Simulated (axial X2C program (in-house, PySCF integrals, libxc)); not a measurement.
Outer orbitals of BrF at 1.760 Å, HF

Computed with an in-house all-electron X2C program for linear molecules (integrals from PySCF). Spin-free means the one-electron spin-free X2C Hamiltonian; two-component (2c) means X2C with spin–orbit coupling and atomic mean-field two-electron Coulomb and Gaunt terms, so the difference of the two also holds small scalar two-electron terms. Basis: Br dyall-cv3z [8s9p6d4f1g], F dyall-av3z [7s6p3d2f] (cores contracted in-house); Gaussian nuclei, density fitting, unrestricted open shells. Masses: Br 78.918 u, F 18.998 u.

The distance is close to the 2c PBE0 minimum; the highest filled and lowest empty levels are listed.

Spin-free orbitals, state M_S = 0, Λ = 0 (closed shell) (Löwdin shares):

| symmetry | occupied | ε (eV) | atomic character |
| --- | --- | --- | --- |
| σα | yes | -28.77 | 70% Br s, 19% F p, 6% F s |
| π+α | yes | -18.86 | 91% F p, 7% Br p |
| π-α | yes | -18.86 | 91% F p, 7% Br p |
| σα | yes | -18.08 | 62% F p, 26% Br p, 8% Br s |
| π-α | yes | -12.32 | 87% Br p, 9% F p, 3% F d |
| π+α | yes | -12.32 | 87% Br p, 9% F p, 3% F d |
| σα | no | 0.67 | 58% Br p, 17% F p, 13% Br d |
| σα | no | 3.98 | 91% F p, 3% Br p, 2% Br s |
| π+α | no | 4.01 | 96% F p, 3% Br p |
| π-α | no | 4.01 | 96% F p, 3% Br p |

One partner of each degenerate Kramers or spin pair is listed.

Spinors with spin–orbit coupling (state Ω = 0):

```tsv
ω	occupied	ε (eV)	atomic character	λ mixture
1/2	yes	-28.76	70% Br s, 19% F p, 6% F s	100% σ
1/2	yes	-18.88	90% F p, 8% Br p	99% π, 1% σ
3/2	yes	-18.80	91% F p, 7% Br p	100% π
1/2	yes	-18.07	63% F p, 26% Br p, 7% Br s	98% σ, 2% π
1/2	yes	-12.51	86% Br p, 9% F p, 3% F d	100% π
3/2	yes	-12.13	87% Br p, 8% F p, 3% F d	100% π
1/2	no	0.68	58% Br p, 17% F p, 13% Br d	100% σ
1/2	no	3.98	92% F p, 3% Br p	87% σ, 13% π
1/2	no	4.01	96% F p, 3% Br p	87% π, 13% σ
3/2	no	4.02	96% F p, 3% Br p	100% π
```

One partner of each degenerate Kramers or spin pair is listed.

Problem. How does the gap between the highest filled and lowest empty level change from the spin-free to the 2c table?

Solution. From 12.99 to 12.81 eV at HF, a change of -0.18 eV.

Mulliken charges and populations of the two-component result (they depend on the basis, above all on diffuse functions):

Br 0.42 e (s 7.95 p 16.55 d 10.06 f 0.01), F -0.42 e (s 3.99 p 5.41 d 0.02).

Occupations by symmetry block were frozen at the best pattern of an incomplete PBE0 search.
